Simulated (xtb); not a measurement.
CS, charge +1, doublet, geometry from GFN2-xTB (a state made from the parent by changing its charge; the spin is typed, not shown lowest); GFN1-xTB in xtb.

Here is a job for xtb.
```
$ xtb mol.xyz --gfn 1 --chrg 1 --uhf 1 --ohess --json

# file mol.xyz
2

C     -0.00000000    -0.00000000    -1.07903369
S      0.00000000     0.00000000     0.40463763
```

Output, abridged:

```
   ID    Z sym.   atoms
    1    6 C      1
    2   16 S      2

           -------------------------------------------------
          |                Calculation Setup                |
           -------------------------------------------------

           -------------------------------------------------
          |                 G F N 1 - x T B                 |
           -------------------------------------------------

          ...................................................
          :                      SETUP                      :
          :.................................................:
          :  # basis functions                  14          :
          :  # atomic orbitals                  13          :
          :  # shells                            5          :
          :  # electrons                         9          :
          :  # halogen bonds                     0          :
          :  max. iterations                   250          :
          :  Hamiltonian                  GFN1-xTB          :
          :  restarted?                      false          :
          :  GBSA solvation                  false          :
          :  PC potential                    false          :
          :  electronic temp.          300.0000000     K    :
          :  accuracy                    1.0000000          :
          :  -> integral cutoff          0.2500000E+02      :
          :  -> integral neglect         0.1000000E-07      :
          :  -> SCF convergence          0.1000000E-05 Eh   :
          :  -> wf. convergence          0.2000000E-04 e    :
          :  Broyden damping             0.4000000          :
          :  net charge                          1          :
          :  unpaired electrons                  1          :
          ...................................................

 iter      E             dE          RMSdq      gap      omega  full diag
   1     -4.5105121 -0.451051E+01  0.118E+01    2.44       0.0  T
   2     -1.8724472  0.263806E+01  0.297E+01    5.82       1.0  T
   3     -5.0695725 -0.319713E+01  0.475E+00    3.61       1.0  T
   4     -5.0954231 -0.258506E-01  0.220E+00    3.53       1.0  T
   5     -5.1075112 -0.120880E-01  0.248E-01    3.42       1.0  T
   6     -5.1076062 -0.950853E-04  0.141E-01    3.43       1.0  T
   7     -5.1076167 -0.104621E-04  0.438E-02    3.43       1.6  T
   8     -5.1076218 -0.511170E-05  0.349E-03    3.43      20.3  T
[...]
         :: total energy              -5.037504547877 Eh    ::
 * total energy  :    -5.0375045 Eh     change       -0.1024070E-11 Eh
 * total energy  :    -5.0375450 Eh     change       -0.4044705E-04 Eh
 * total energy  :    -5.0375486 Eh     change       -0.3611268E-05 Eh
   *** GEOMETRY OPTIMIZATION CONVERGED AFTER 3 ITERATIONS ***
         :: total energy              -5.037548606200 Eh    ::
[...]
          :  rotational number                       1      :
          :  scaling factor                  1.0000000      :
          :  rotor cutoff                   50.0000000 cm⁻¹ :
          :  imag. cutoff                  -20.0000000 cm⁻¹ :
          :.................................................:

    mode    ω/cm⁻¹     T·S(HO)/kcal·mol⁻¹    T·S(FR)/kcal·mol⁻¹   T·S(vib)
   ------------------------------------------------------------------------
   ------------------------------------------------------------------------

   temp. (K)  partition function   enthalpy   heat capacity  entropy
                                   cal/mol     cal/K/mol   cal/K/mol   J/K/mol
 298.15  VIB   1.00                    2.562      0.064      0.010
         ROT   238.                  592.502      1.987     12.864
         INT   238.                  595.064      2.051     12.874
         TR   0.283E+27             1481.254      4.968     37.259
         TOT                        2076.3180     7.0195    50.1326   209.7548

       T/K    H(0)-H(T)+PV         H(T)/Eh          T*S/Eh         G(T)/Eh
   ------------------------------------------------------------------------
    298.15    0.330882E-02    0.682710E-02    0.238196E-01   -0.169925E-01
   ------------------------------------------------------------------------

         :::::::::::::::::::::::::::::::::::::::::::::::::::::
         ::                  THERMODYNAMIC                  ::
         :::::::::::::::::::::::::::::::::::::::::::::::::::::
         :: total free energy          -5.054541122687 Eh   ::
         ::.................................................::
         :: total energy               -5.037548606200 Eh   ::
         :: zero point energy           0.003518271808 Eh   ::
         :: G(RRHO) w/o ZPVE           -0.020510788295 Eh   ::
         :: G(RRHO) contrib.           -0.016992516487 Eh   ::
         :::::::::::::::::::::::::::::::::::::::::::::::::::::

optimized geometry written to: xtbopt.xyz

           -------------------------------------------------
          | TOTAL ENERGY               -5.037548606200 Eh   |
          | TOTAL ENTHALPY             -5.030721511104 Eh   |
          | TOTAL FREE ENERGY          -5.054541122687 Eh   |
          | GRADIENT NORM               0.000059993292 Eh/α |
          | HOMO-LUMO GAP               3.419761066446 eV   |
           -------------------------------------------------

normal termination of xtb
```
